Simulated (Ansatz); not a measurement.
`B[SiH](B)O` and `B[SiH](B)[SiH2]C` differ in one atom or group.

Ansatz, PBE0-D4/def2-TZVP geometries, multiplicity 1. Each molecule was computed in one conformer, which needn't be the lowest.

```csv
property,`B[SiH](B)O`
HOMO–LUMO gap (PBE/def2-TZVPP) / eV,2.81
HOMO energy (ωB97M-V/def2-TZVPP) / eV,-9.85
HOMO energy (PBE0/def2-TZVPP) / eV,-7.72
LUMO energy (PBE/def2-TZVPP) / eV,-3.72
LUMO energy (PBE0/def2-TZVPP) / eV,-2.75
HOMO–LUMO gap (B3LYP/def2-TZVPP) / eV,4.59
```

(1) What does the change do to each property? (Estimate.)

Answers

(1) Computed: 
| property | `B[SiH](B)[SiH2]C` | shift |
| --- | --- | --- |
| HOMO–LUMO gap (PBE/def2-TZVPP) / eV | 3.48 | 0.67 |
| HOMO energy (ωB97M-V/def2-TZVPP) / eV | -9.58 | 0.27 |
| HOMO energy (PBE0/def2-TZVPP) / eV | -7.66 | 0.06 |
| LUMO energy (PBE/def2-TZVPP) / eV | -3.25 | 0.47 |
| LUMO energy (PBE0/def2-TZVPP) / eV | -2.30 | 0.45 |
| HOMO–LUMO gap (B3LYP/def2-TZVPP) / eV | 5.00 | 0.41 |

With PBE0 the HOMO rises by 0.06 eV and the LUMO rises by 0.45 eV, so the gap widens by about 0.39 eV. PBE moves the HOMO by -0.21 eV and ωB97M-V by 0.27 eV.

B3LYP here is the variant with VWN-RPA as its local correlation; programs differ in this.
